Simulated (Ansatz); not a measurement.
Molecule: CH$_{5}$O$_{2}$Si, net charge 0, doublet state. It need not be the lowest isomer of its formula. 
Geometry from a B3LYP-D3(BJ)/def2-TZVP (Ansatz, an electronic-structure program) optimisation:
SMILES: CO[SiH2][O]
```xyz
9

Si    -0.7949     0.2114     0.1749
O     -1.2321    -1.3300    -0.2168
O      0.6723     0.7212    -0.3163
C      1.9153     0.1213     0.0325
H     -0.8667     0.0885     1.6611
H     -1.7567     1.1733    -0.3953
H      2.0095    -0.8671    -0.4218
H      2.7121     0.7627    -0.3407
H      2.0171     0.0256     1.1175
```
Charge 0, spin multiplicity 2.

Total electronic energies in hartree. Valence correlation only, unless marked. Open shells are spin-unrestricted. Spin-orbit coupling is left out. No relativistic terms. CBS marks a two-point X^-3 extrapolation of the correlation energy; Hartree-Fock from the larger set.

| level | program | energy (Eh) |
|---|---|---|
| HF/6-31G | Ansatz | -479.28736 |
| r2SCAN0/def2-TZVPD | Ansatz | -480.98326 |
| MP2/STO-3G | Ansatz | -473.73755 |
| RI-MP2/CBS(cc-pV(T+d)Z,cc-pV(Q+d)Z) | Ansatz | -480.3918 |
| SCS-MP2/cc-pV(D+d)Z | Ansatz | -480.02966 |
| SCS-MP2/cc-pwCVTZ | Ansatz | -480.29235 |
| CCSD/STO-3G | Ansatz | -473.78173 |
| CCSD/6-31G* | Ansatz | -479.99920 |
| CCSD(T)/CBS(cc-pV(T+d)Z,cc-pV(Q+d)Z) | Ansatz | -480.4538 |

Totals of different functionals don't rank their quality; only differences between species are comparable.
